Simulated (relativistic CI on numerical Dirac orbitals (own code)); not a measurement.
## Ce⁴³⁺: q coefficients and field-shift factors

Calculated at this level of theory: Dirac-Coulomb-Breit CI, KLI orbitals optimised for each configuration, derivatives by finite differences, unscaled Slater integrals, QED left out (own radial code, finite nucleus).

Configuration list (outside the closed core [Ne]): 3s²3p³, 3s3p⁴, 3s²3p²3d, 3p⁵, 3s3p³3d, 3p⁴3d, 3s²3p3d², 3s²3d³, 3s3p3d³, 3p³3d², 3p²3d³. Double excitations out of closed p, d and f shells are left out; levels of such configurations are missing from the list, as are those of other unlisted configurations, and high levels can miss mixing partners.

With x = (α/α₀)² − 1 an excitation energy changes as ω = ω₀ + qx; K = 2q/ω₀ is the relative enhancement. Terms are leading LS components, so labels can repeat. The field-shift factor is F = δν/δ⟨r²⟩ for the transition from the lowest level.

Lowest level 3s²3p³ ²P°3/2.

| Level | ω₀ (cm⁻¹) | q (cm⁻¹) | K | F (GHz/fm²) |
| --- | --- | --- | --- | --- |
| 3s²3p³ ⁴S°3/2 | 819844 | 1.003e+06 | 2.45 | -47.8 |
| 3s²3p³ ²D°5/2 | 894085 | 1.003e+06 | 2.24 | -48.4 |
| 3s²3p³ ²P°1/2 | 984167 | 1.009e+06 | 2.05 | -50.2 |
| 3s²3p²3d ⁴F3/2 | 1369673 | 59640 | 0.0871 | -14.8 |
| 3s²3p²3d ²D5/2 | 1619298 | 406800 | 0.502 | -209 |
| 3s²3p³ ²P°3/2 | 1814816 | 2.015e+06 | 2.22 | -110 |
| 3s3p⁴ ⁴P5/2 | 1849301 | 1.012e+06 | 1.09 | -1110 |
| 3s3p⁴ ²P3/2 | 2007277 | 1.128e+06 | 1.12 | -1050 |
| 3s3p⁴ ²S1/2 | 2015166 | 1.159e+06 | 1.15 | -1230 |
| 3s²3p²3d ²F5/2 | 2192957 | 1.042e+06 | 0.95 | -39.9 |
| 3s²3p²3d ⁴D3/2 | 2208487 | 1.063e+06 | 0.963 | -130 |
| 3s²3p²3d ⁴D1/2 | 2210119 | 1.051e+06 | 0.951 | -50.5 |
| 3s²3p²3d ²G7/2 | 2263164 | 1.05e+06 | 0.928 | -34.2 |
| 3s²3p²3d ⁴D7/2 | 2400523 | 1.247e+06 | 1.04 | -32.1 |
| 3s²3p²3d ²P3/2 | 2426286 | 1.417e+06 | 1.17 | -298 |
| 3s²3p²3d ²F5/2 | 2439941 | 1.156e+06 | 0.947 | -104 |
| 3s²3p²3d ²G9/2 | 2475504 | 1.256e+06 | 1.01 | -32.5 |
| 3s²3p²3d ²D5/2 | 2477699 | 1.266e+06 | 1.02 | -205 |
| 3s²3p²3d ²P3/2 | 2498021 | 1.107e+06 | 0.886 | -339 |
| 3s²3p²3d ²P1/2 | 2498240 | 1.108e+06 | 0.887 | -203 |
| 3s²3p²3d ²F7/2 | 2627076 | 1.281e+06 | 0.975 | -35.2 |
| 3s²3p²3d ²D5/2 | 2648846 | 1.264e+06 | 0.955 | -121 |
| 3s²3p²3d ²D3/2 | 2672161 | 1.36e+06 | 1.02 | -199 |

At this charge energies of transitions that change n are usually good to better than 1 %, and those within a shell (Δn = 0) to a few per cent.
